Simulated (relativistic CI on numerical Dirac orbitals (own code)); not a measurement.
# V³⁺: M2,3 absorption edge

Computed with this model: Dirac-Coulomb-Breit CI, separate exchange-only KLI orbitals for each configuration, a model potential for QED, valence Slater integrals scaled by 0.9, multiplet model of core-to-valence dipole absorption; configurations [Ar] 3d2 → [Ne] 3s2 3p5 3d3; 10 K; Lorentzian 0.48 eV and Gaussian 0.3 eV FWHM. Energies are those of the free ion, without screening or charge transfer. The branching ratio is the share of the lower-energy edge in the whole absorption, uncertain by about 0.02 where the edges overlap. S is read from ⟨S²⟩ = S(S + 1).

Field parameters in Wybourne normalisation: Oh B⁴₀ = 21Dq, B⁴₄ = √(5/14) B⁴₀. The field is a parameter set, without covalency.

Peaks in eV (height, largest 100): 45.3 (8), 48.6 (63), 52.6 (19), 54.4 (100), 58.1 (32).

Which surroundings give this spectrum?
A. Oh, 10Dq = 9300 cm⁻¹
B. Oh, 10Dq = 19700 cm⁻¹
C. Oh, 10Dq = 14500 cm⁻¹
D. Oh, 10Dq = 24850 cm⁻¹

C. Oh, 10Dq = 14500 cm⁻¹, where the ground state has S = 1.00.
